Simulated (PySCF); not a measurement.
prop-1-ynylcyclopropane (C6H8), SMILES C1CC1C#CC.

The structure is a stationary point at B3LYP-D3(BJ)/def2-SVP.

Calculation: B3LYP-D3(BJ)/def2-SVP run with PySCF.

Frequencies are harmonic and unscaled.

```json
[
 {"mode": "1", "ν (cm⁻¹)": "6", "IR (km/mol)": "0.0", "Raman (Å⁴/amu)": "0.0", "depolarisation": "–", "moving atoms (share of kinetic energy)": "H 95 %"},
 {"mode": "2", "ν (cm⁻¹)": "126", "IR (km/mol)": "3.3", "Raman (Å⁴/amu)": "1.9", "depolarisation": "0.62", "moving atoms (share of kinetic energy)": "C 75 %, H 25 %"},
 {"mode": "3", "ν (cm⁻¹)": "137", "IR (km/mol)": "4.0", "Raman (Å⁴/amu)": "1.0", "depolarisation": "0.75", "moving atoms (share of kinetic energy)": "C 69 %, H 31 %"},
 {"mode": "4", "ν (cm⁻¹)": "305", "IR (km/mol)": "3.4", "Raman (Å⁴/amu)": "6.8", "depolarisation": "0.75", "moving atoms (share of kinetic energy)": "C 75 %, H 25 %"},
 {"mode": "5", "ν (cm⁻¹)": "312", "IR (km/mol)": "4.6", "Raman (Å⁴/amu)": "5.8", "depolarisation": "0.64", "moving atoms (share of kinetic energy)": "C 77 %, H 23 %"},
 {"mode": "6", "ν (cm⁻¹)": "495", "IR (km/mol)": "1.6", "Raman (Å⁴/amu)": "7.7", "depolarisation": "0.54", "moving atoms (share of kinetic energy)": "C 87 %, H 13 %"},
 {"mode": "7", "ν (cm⁻¹)": "519", "IR (km/mol)": "0.0", "Raman (Å⁴/amu)": "5.6", "depolarisation": "0.75", "moving atoms (share of kinetic energy)": "C 83 %, H 17 %"},
 {"mode": "8", "ν (cm⁻¹)": "677", "IR (km/mol)": "0.5", "Raman (Å⁴/amu)": "5.5", "depolarisation": "0.47", "moving atoms (share of kinetic energy)": "C 62 %, H 38 %"},
 {"mode": "9", "ν (cm⁻¹)": "791", "IR (km/mol)": "0.1", "Raman (Å⁴/amu)": "1.7", "depolarisation": "0.74", "moving atoms (share of kinetic energy)": "H 92 %"},
 {"mode": "10", "ν (cm⁻¹)": "817", "IR (km/mol)": "7.9", "Raman (Å⁴/amu)": "5.5", "depolarisation": "0.75", "moving atoms (share of kinetic energy)": "H 72 %, C 28 %"},
 {"mode": "11", "ν (cm⁻¹)": "903", "IR (km/mol)": "3.0", "Raman (Å⁴/amu)": "18.1", "depolarisation": "0.75", "moving atoms (share of kinetic energy)": "C 79 %, H 21 %"},
 {"mode": "12", "ν (cm⁻¹)": "910", "IR (km/mol)": "17.8", "Raman (Å⁴/amu)": "21.1", "depolarisation": "0.64", "moving atoms (share of kinetic energy)": "C 73 %, H 27 %"},
 {"mode": "13", "ν (cm⁻¹)": "1034", "IR (km/mol)": "2.2", "Raman (Å⁴/amu)": "1.1", "depolarisation": "0.37", "moving atoms (share of kinetic energy)": "H 68 %, C 32 %"},
 {"mode": "14", "ν (cm⁻¹)": "1037", "IR (km/mol)": "1.2", "Raman (Å⁴/amu)": "0.5", "depolarisation": "0.72", "moving atoms (share of kinetic energy)": "H 70 %, C 30 %"},
 {"mode": "15", "ν (cm⁻¹)": "1049", "IR (km/mol)": "8.2", "Raman (Å⁴/amu)": "5.3", "depolarisation": "0.32", "moving atoms (share of kinetic energy)": "H 69 %, C 31 %"},
 {"mode": "16", "ν (cm⁻¹)": "1058", "IR (km/mol)": "6.0", "Raman (Å⁴/amu)": "4.3", "depolarisation": "0.43", "moving atoms (share of kinetic energy)": "H 58 %, C 42 %"},
 {"mode": "17", "ν (cm⁻¹)": "1068", "IR (km/mol)": "4.3", "Raman (Å⁴/amu)": "0.6", "depolarisation": "0.75", "moving atoms (share of kinetic energy)": "H 77 %, C 23 %"},
 {"mode": "18", "ν (cm⁻¹)": "1104", "IR (km/mol)": "0.8", "Raman (Å⁴/amu)": "1.4", "depolarisation": "0.75", "moving atoms (share of kinetic energy)": "H 86 %, C 14 %"},
 {"mode": "19", "ν (cm⁻¹)": "1183", "IR (km/mol)": "0.5", "Raman (Å⁴/amu)": "6.7", "depolarisation": "0.75", "moving atoms (share of kinetic energy)": "H 71 %, C 29 %"},
 {"mode": "20", "ν (cm⁻¹)": "1187", "IR (km/mol)": "1.1", "Raman (Å⁴/amu)": "8.1", "depolarisation": "0.17", "moving atoms (share of kinetic energy)": "C 66 %, H 34 %"},
 {"mode": "21", "ν (cm⁻¹)": "1224", "IR (km/mol)": "6.1", "Raman (Å⁴/amu)": "21.4", "depolarisation": "0.13", "moving atoms (share of kinetic energy)": "H 63 %, C 37 %"},
 {"mode": "22", "ν (cm⁻¹)": "1384", "IR (km/mol)": "0.4", "Raman (Å⁴/amu)": "93.8", "depolarisation": "0.33", "moving atoms (share of kinetic energy)": "H 66 %, C 34 %"},
 {"mode": "23", "ν (cm⁻¹)": "1403", "IR (km/mol)": "8.7", "Raman (Å⁴/amu)": "9.4", "depolarisation": "0.73", "moving atoms (share of kinetic energy)": "H 59 %, C 41 %"},
 {"mode": "24", "ν (cm⁻¹)": "1435", "IR (km/mol)": "2.1", "Raman (Å⁴/amu)": "12.0", "depolarisation": "0.75", "moving atoms (share of kinetic energy)": "H 92 %, C 8 %"},
 {"mode": "25", "ν (cm⁻¹)": "1447", "IR (km/mol)": "7.0", "Raman (Å⁴/amu)": "21.4", "depolarisation": "0.75", "moving atoms (share of kinetic energy)": "H 97 %"},
 {"mode": "26", "ν (cm⁻¹)": "1449", "IR (km/mol)": "6.5", "Raman (Å⁴/amu)": "20.3", "depolarisation": "0.75", "moving atoms (share of kinetic energy)": "H 97 %"},
 {"mode": "27", "ν (cm⁻¹)": "1487", "IR (km/mol)": "1.0", "Raman (Å⁴/amu)": "28.4", "depolarisation": "0.42", "moving atoms (share of kinetic energy)": "H 63 %, C 37 %"},
 {"mode": "28", "ν (cm⁻¹)": "2361", "IR (km/mol)": "1.8", "Raman (Å⁴/amu)": "424.3", "depolarisation": "0.30", "moving atoms (share of kinetic energy)": "C 100 %"},
 {"mode": "29", "ν (cm⁻¹)": "3016", "IR (km/mol)": "37.2", "Raman (Å⁴/amu)": "323.4", "depolarisation": "0.05", "moving atoms (share of kinetic energy)": "H 97 %"},
 {"mode": "30", "ν (cm⁻¹)": "3090", "IR (km/mol)": "8.9", "Raman (Å⁴/amu)": "120.3", "depolarisation": "0.75", "moving atoms (share of kinetic energy)": "H 91 %, C 9 %"},
 {"mode": "31", "ν (cm⁻¹)": "3093", "IR (km/mol)": "7.9", "Raman (Å⁴/amu)": "123.6", "depolarisation": "0.75", "moving atoms (share of kinetic energy)": "H 91 %, C 9 %"},
 {"mode": "32", "ν (cm⁻¹)": "3126", "IR (km/mol)": "14.4", "Raman (Å⁴/amu)": "42.1", "depolarisation": "0.75", "moving atoms (share of kinetic energy)": "H 96 %"},
 {"mode": "33", "ν (cm⁻¹)": "3129", "IR (km/mol)": "4.4", "Raman (Å⁴/amu)": "41.5", "depolarisation": "0.35", "moving atoms (share of kinetic energy)": "H 94 %"},
 {"mode": "34", "ν (cm⁻¹)": "3133", "IR (km/mol)": "11.1", "Raman (Å⁴/amu)": "300.9", "depolarisation": "0.08", "moving atoms (share of kinetic energy)": "H 93 %"},
 {"mode": "35", "ν (cm⁻¹)": "3220", "IR (km/mol)": "0.1", "Raman (Å⁴/amu)": "98.7", "depolarisation": "0.75", "moving atoms (share of kinetic energy)": "H 89 %, C 11 %"},
 {"mode": "36", "ν (cm⁻¹)": "3231", "IR (km/mol)": "9.7", "Raman (Å⁴/amu)": "59.4", "depolarisation": "0.65", "moving atoms (share of kinetic energy)": "H 89 %, C 11 %"}
]
```
